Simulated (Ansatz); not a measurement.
A made-up structure of C$_{2}$H$_{3}$Se (charge +1), singlet:

```
atom    x (Å)    y (Å)    z (Å)
  C1  -0.3301   0.3690  -0.2525
  C2   0.5101  -0.5703   0.3903
 Se3   1.4733  -1.6473   1.1273
  H4   2.6283  -1.8939   2.0681
  H5   0.2351   0.9044  -1.0279
  H6  -0.7090   1.0932   0.4817
```

It is relaxed with PBE-D4/def2-SVP and then PBE0-D4/def2-TZVP (Ansatz 0.2.0). Atoms count as bonded within 1.22 times the sum of their covalent radii (H–H: 0.88 Å). The end point is not checked to be a true minimum.

(1) Does its bonding change? (Judge from chemistry; the calculation decides.)

Results:

(1) Computed: No: no bond forms or breaks.

Where it ends: The first stage lowers the energy by 3.13 eV in 12 steps. It ends as C₂H₃Se ([CH2][C][SeH]), total charge +1:
C1  (0.015, 0.451, -0.040)
C2  (0.597, -0.570, 0.469)
Se3  (1.268, -2.043, 1.088)
H4  (2.398, -1.385, 1.791)
H5  (0.293, 0.818, -1.030)
H6  (-0.762, 0.985, 0.510)
(Å)

Labels in which every atom is bracketed show which atoms are joined, not bond orders.

For scale, one of the runs: PBE0-D4/def2-TZVP relaxation, 128 basis functions, launched by `ansatz run in.yaml --threads 2 --pin off --events-out ev --progress --plain --max-ram 4352MiB`. The run took about 20 s on 2 CPU threads of an Arm Neoverse V2 (shared host).
